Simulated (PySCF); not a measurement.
**A small calculation by hand: oscillator strength and radiative lifetime**

C4H9FSi, SMILES C[C@H]1C[C@@]1(F)[SiH3].

The structure is a stationary point at PBE-D3(BJ)/def2-SVP. The structure was generated by enumeration; whether it is a known compound was not checked.

PySCF with TDA-PBE0/def2-SVPD puts the first singlet state with f over 0.02 at 8.02 eV (vertical), with the transition dipole (0.485, 0.240, 0.202) in atomic units.

Q: Find the oscillator strength, the wavelength and the radiative lifetime that this transition would have in vacuum if emission retraced absorption.

A: 
|μ|² = 0.3336 au, so |μ| = 1.47 D. ΔE = 8.02/27.211 = 0.2947 hartree. f = (2/3) ΔE |μ|² = 0.066 (the program prints 0.066).
λ = 1239.84/8.02 = 155 nm; ν = 64686 cm⁻¹.
Einstein's coefficient A = 0.6670 ν² f s⁻¹ (ν in cm⁻¹) = 1.8e8 s⁻¹, so τ = 1/A = 5.5 ns. This state is S7; the lower singlets have f = 0.010, 0.013, 0.019, 0.012, 0.010, 0.009. The figure is the radiative limit of this one transition; relaxation, internal conversion, crossing to triplets and a medium change what is measured.
